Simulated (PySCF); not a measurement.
CuI, charge -1, multiplicity 2. Atoms are numbered in the order given.

```xyz
2

Cu     0.0000     0.0000    -1.6472
I      0.0000     0.0000     0.9013
```
Charge -1, spin multiplicity 2.

Geometry optimised at PBE0-D3(BJ)/def2-TZVPD. The multiplicity is an assumed one; other spin states were not compared. The def2 effective core potentials stand for the cores of I; spin–orbit coupling is left out.

All values below come from r2SCAN/def2-TZVPD in PySCF.

Mulliken values depend strongly on the basis, most of all with diffuse functions as here. ESP charges are fitted to the potential on shells at 1.4 to 2.0 van der Waals radii. Atomic charges (e):

| atom | Mulliken | ESP fit | Mulliken spin |
|---|---|---|---|
| Cu1 | -0.47 | (withheld) | 0.94 |
| I2 | -0.53 | (withheld) | 0.06 |

Some entries are withheld; supply them. (The exact figures need the calculation; the answer reports its results.)


- Cu1, ESP fit: -0.36
- I2, ESP fit: -0.64
